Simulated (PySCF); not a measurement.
HIn, charge +3, doublet, at the geometry of the source list (a state made from the parent by changing its charge; the spin is typed, not shown lowest) (core potentials on In); PBE/def2-TZVP (PySCF).

Input for PySCF:
```python
from pyscf import gto, scf, dft

mol = gto.Mole()
mol.atom = '''
    In    0.54800000    0.16620000   -0.80130000
    H    -0.54800000   -0.16620000    0.80130000
'''
mol.basis = 'def2-tzvp'
mol.ecp = {'In': 'def2-tzvp'}
mol.charge = 3
mol.spin = 1
mol.verbose = 3
mol.build()

mf = dft.UKS(mol)
mf.xc = 'pbe'
mf.kernel()
mf.analyze()
```

What the program printed (banner, timings and long lists left out):

```
converged SCF energy = -188.784197277919  <S^2> = 0.75060483  2S+1 = 2.0006047
**** MO energy ****
                             alpha | beta                alpha | beta
MO #1   energy= -5.46430118974065  | -5.4623306110584   occ= 1 | 1
MO #2   energy= -3.90689350909426  | -3.90316483464755  occ= 1 | 1
MO #3   energy= -3.90402924228508  | -3.90216731515312  occ= 1 | 1
MO #4   energy= -3.90402923854969  | -3.90216731172195  occ= 1 | 1
MO #5   energy= -1.66905765780334  | -1.66013905702758  occ= 1 | 1
MO #6   energy= -1.66304678405603  | -1.65669142752705  occ= 1 | 1
MO #7   energy= -1.66304677826617  | -1.65669142042088  occ= 1 | 1
MO #8   energy= -1.65968717225609  | -1.6540991933101   occ= 1 | 1
MO #9   energy= -1.65968716856922  | -1.65409918998724  occ= 1 | 1
MO #10  energy= -1.24907528833365  | -1.17277902079636  occ= 1 | 0
MO #11  energy= -1.07357911914555  | -0.965881989461654 occ= 0 | 0
MO #12  energy= -0.871035004339052 | -0.84666601006002  occ= 0 | 0
MO #13  energy= -0.871034987185749 | -0.846665992443003 occ= 0 | 0
MO #14  energy= -0.786496202706399 | -0.698487283643497 occ= 0 | 0
MO #15  energy= -0.547880408405527 | -0.507908600361768 occ= 0 | 0
MO #16  energy= -0.547880319776007 | -0.507908565098073 occ= 0 | 0
MO #17  energy= -0.519494712378999 | -0.479717324700139 occ= 0 | 0
MO #18  energy= -0.50457272780412  | -0.479368886694164 occ= 0 | 0

WARN: System has nonzero charge 3; the dipole moment is origin-dependent.
Location of origin: [0. 0. 0.]

Dipole moment(X, Y, Z, Debye):  5.52275,  1.67496, -8.07551
```
